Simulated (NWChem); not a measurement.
System: SnCl$_{2}$, singlet; SMILES [Cl][Sn][Cl]

Excerpt of the output:

```
             Northwest Computational Chemistry Package (NWChem) 7.3.0
             --------------------------------------------------------

 C2V symmetry detected

                             Geometry "geometry" -> ""
                             -------------------------

 Output coordinates in angstroms (scale by  1.889725989 to convert to a.u.)

  No.       Tag          Charge          X              Y              Z
 ---- ---------------- ---------- -------------- -------------- --------------
    1 Sn                  50.0000     0.00000000     0.00000000     0.62859038
    2 Cl                  17.0000    -1.84400900     0.00000000    -0.92439762
    3 Cl                  17.0000     1.84400900     0.00000000    -0.92439762

 Effective nuclear repulsion energy (a.u.)     414.6160935735

      Symmetry information
      --------------------

 Group name             C2v
 Group number             16
 Group order               4
 No. of unique centers     2

 Summary of "ao basis" -> "ao basis" (spherical)
 ------------------------------------------------------------------------------
       Tag                 Description            Shells   Functions and Types
 ---------------- ------------------------------  ------  ---------------------
 Sn                         def2-svp                10       26   4s4p2d
 Cl                         def2-svp                 8       18   4s3p1d

      Symmetry analysis of basis
      --------------------------

        a1         25
        a2          7
        b1         19
        b2         11

            General Information
            -------------------
          SCF calculation type: DFT
          Wavefunction type:  closed shell.
          No. of atoms     :     3
          No. of electrons :    56
           Alpha electrons :    28
            Beta electrons :    28
          Charge           :     0
          Spin multiplicity:     1
          Use of symmetry is: on ; symmetry adaption is: on
          Maximum number of iterations: 150
          AO basis - number of functions:    62
                     number of shells:    26
          Convergence on energy requested:  1.00D-06
          Convergence on density requested:  1.00D-05
          Convergence on gradient requested:  5.00D-04

              XC Information
              --------------
                     Hartree-Fock (Exact) Exchange  1.000
                     LC-wPBE(h)Exchange Functional  1.000
            Perdew 1991 LDA Correlation Functional  1.000 local
           PerdewBurkeErnz. Correlation Functional  1.000 non-local

           Range-Separation Parameters
           ---------------------------
           Alpha           :  0.00
           Beta            :  1.00
           Gamma           :  0.30
           Short-Range HF  :     F

             Grid Information
             ----------------
          Grid used for XC integration:  medium
          Radial quadrature: Mura-Knowles
          Angular quadrature: Lebedev.
          Tag              B.-S. Rad. Rad. Pts. Rad. Cut. Ang. Pts.
          ---              ---------- --------- --------- ---------
          Sn                  1.45      123           8.0       590
          Cl                  1.00       88          10.0       590
          Grid pruning is: on
          Number of quadrature shells:   211
          Spatial weights used:  Erf1

      Superposition of Atomic Density Guess
      -------------------------------------

 Sum of atomic energies:       -1167.74278141

      Non-variational initial energy
      ------------------------------

 Total energy =   -1132.019440
 1-e energy   =   -2056.628854
 2-e energy   =     718.956634
 HOMO         =      -0.298973
 LUMO         =      -0.048468

      Symmetry analysis of molecular orbitals - initial
      -------------------------------------------------

  Numbering of irreducible representations:

     1 a1          2 a2          3 b1          4 b2

  Orbital symmetries:

     1 a1          2 b1          3 a1          4 b1          5 a1
     6 b1          7 b2          8 a1          9 b1         10 a2
    11 a1         12 b1         13 a1         14 b2         15 b1
    16 a1         17 a1         18 a2         19 b2         20 a1
    21 b1         22 a1         23 b1         24 a1         25 b2
    26 a2         27 b1         28 a1         29 b2         30 b1
    31 a1         32 a1         33 b1         34 a1         35 b2
    36 a1         37 a2         38 b2

   convergence    iter        energy       DeltaE   RMS-Dens  Diis-err
 ---------------- ----- ----------------- --------- --------- ---------
 d= 0,ls=0.0,diis     1  -1134.1357744156 -1.34D+03  2.03D-02  4.94D-01
 d= 0,ls=0.0,diis     2  -1134.1787872821 -4.30D-02  7.25D-03  2.17D-01
 d= 0,ls=0.0,diis     3  -1134.2085551452 -2.98D-02  1.47D-03  5.74D-03
 d= 0,ls=0.0,diis     4  -1134.2093299404 -7.75D-04  2.04D-04  5.83D-05
 d= 0,ls=0.0,diis     5  -1134.2093432651 -1.33D-05  8.75D-05  4.56D-06
  Resetting Diis
 d= 0,ls=0.0,diis     6  -1134.2093451846 -1.92D-06  2.79D-05  3.96D-07
 d= 0,ls=0.0,diis     7  -1134.2093453988 -2.14D-07  6.19D-06  2.91D-08

         Total DFT energy =    -1134.209345398774
      One electron energy =    -2057.750405016793
           Coulomb energy =      792.168642981580
    Exchange-Corr. energy =      -74.280364098657
 Nuclear repulsion energy =      205.652780735096

 Numeric. integr. density =       55.999999532587

                  Occupations of the irreducible representations
                  ----------------------------------------------

                     irrep           alpha         beta
                     --------     --------     --------
                     a1               12.0         12.0
                     a2                3.0          3.0
                     b1                9.0          9.0
                     b2                4.0          4.0

                       DFT Final Molecular Orbital Analysis
                       ------------------------------------

 Vector   26  Occ=2.000000D+00  E=-3.990260D-01  Symmetry=a2
              MO Center= -1.8D-13,  6.0D-16, -8.9D-01, r^2= 4.4D+00
   Bfn.  Coefficient  Atom+Function         Bfn.  Coefficient  Atom+Function
  ----- ------------  ---------------      ----- ------------  ---------------
    38      0.465485  2 Cl py                56     -0.465485  3 Cl py
    35      0.333145  2 Cl py                53     -0.333145  3 Cl py
    32      0.196210  2 Cl py                50     -0.196210  3 Cl py
    17      0.063128  1 Sn d -2              22     -0.059875  1 Sn d -2

 Vector   27  Occ=2.000000D+00  E=-3.903091D-01  Symmetry=b1
              MO Center= -2.5D-14,  1.5D-16, -8.9D-01, r^2= 4.6D+00
   Bfn.  Coefficient  Atom+Function         Bfn.  Coefficient  Atom+Function
  ----- ------------  ---------------      ----- ------------  ---------------
    37      0.391592  2 Cl px                55      0.391592  3 Cl px
    34      0.287467  2 Cl px                52      0.287467  3 Cl px
    39     -0.252093  2 Cl pz                57      0.252093  3 Cl pz
    36     -0.185851  2 Cl pz                54      0.185851  3 Cl pz
    31      0.168049  2 Cl px                49      0.168049  3 Cl px

 Vector   28  Occ=2.000000D+00  E=-3.643755D-01  Symmetry=a1
              MO Center= -4.4D-16,  2.2D-16, -3.8D-02, r^2= 4.7D+00
   Bfn.  Coefficient  Atom+Function         Bfn.  Coefficient  Atom+Function
  ----- ------------  ---------------      ----- ------------  ---------------
     3      0.447974  1 Sn s                 39     -0.376410  2 Cl pz
    57     -0.376410  3 Cl pz                13      0.287619  1 Sn pz
    36     -0.264199  2 Cl pz                54     -0.264199  3 Cl pz
     4      0.256438  1 Sn s                  2     -0.175758  1 Sn s
    33     -0.154934  2 Cl pz                51     -0.154934  3 Cl pz

 Vector   29  Occ=0.000000D+00  E=-4.667790D-02  Symmetry=b2
              MO Center= -5.2D-16, -2.4D-16,  5.3D-01, r^2= 3.7D+00
   Bfn.  Coefficient  Atom+Function         Bfn.  Coefficient  Atom+Function
  ----- ------------  ---------------      ----- ------------  ---------------
    12      0.565059  1 Sn py                15      0.565549  1 Sn py
    38     -0.233153  2 Cl py                56     -0.233153  3 Cl py
     9     -0.176252  1 Sn py                 6     -0.163963  1 Sn py
    35     -0.131738  2 Cl py                53     -0.131738  3 Cl py
    32     -0.077360  2 Cl py                50     -0.077360  3 Cl py

 Vector   30  Occ=0.000000D+00  E= 3.943690D-02  Symmetry=b1
              MO Center= -8.7D-16, -2.4D-17,  7.4D-01, r^2= 4.4D+00
   Bfn.  Coefficient  Atom+Function         Bfn.  Coefficient  Atom+Function
  ----- ------------  ---------------      ----- ------------  ---------------
    14      0.861756  1 Sn px                11      0.476859  1 Sn px
    30      0.317755  2 Cl s                 48     -0.317755  3 Cl s
    39      0.310401  2 Cl pz                57     -0.310401  3 Cl pz
     8     -0.152232  1 Sn px                36      0.144059  2 Cl pz
    54     -0.144059  3 Cl pz                37      0.142232  2 Cl px

 Vector   31  Occ=0.000000D+00  E= 4.387859D-02  Symmetry=a1
              MO Center= -3.6D-15, -8.6D-17,  3.8D-01, r^2= 4.5D+00
   Bfn.  Coefficient  Atom+Function         Bfn.  Coefficient  Atom+Function
  ----- ------------  ---------------      ----- ------------  ---------------
    16      0.741955  1 Sn pz                 3     -0.580583  1 Sn s
    13      0.464334  1 Sn pz                37      0.366616  2 Cl px
    55     -0.366616  3 Cl px                30      0.261494  2 Cl s
    48      0.261494  3 Cl s                 34      0.175416  2 Cl px
    52     -0.175416  3 Cl px                 2      0.171087  1 Sn s

     Multipole analysis of the density
     ---------------------------------

[...]
```

Level: LC-wPBE (HJS exchange hole, range parameter 0.3 per bohr)/def2-SVP with def2 effective core potentials on Sn, vertical spin-unrestricted ions. Low-valent species are run as closed-shell singlets; no triplet was tried in these runs. All runs use the structure optimised with PBE-D3(BJ)/def2-SVP. def2 effective core potentials on Sn; no spin-orbit coupling.

Q: Reconstruct the input file.

A: This is not unique; one that fits is the input that was run:
```
start job
memory heap 200 mb stack 900 mb global 1100 mb
geometry units angstroms noautoz
  Sn     0.000000     0.000000     0.633027
  Cl    -1.844009     0.000000    -0.919961
  Cl     1.844009     0.000000    -0.919961
end
basis spherical
  * library def2-svp
end
ecp
  Sn library def2-ecp
end
dft
  xc xwpbe 1.00 cpbe96 1.0 hfexch 1.00
  cam 0.3 cam_alpha 0.0 cam_beta 1.0
  iterations 150
  vectors input atomic output neutral.movecs
end
task dft energy
charge 1
dft
  odft
  mult 2
  vectors input atomic output cation.movecs
end
task dft energy
```
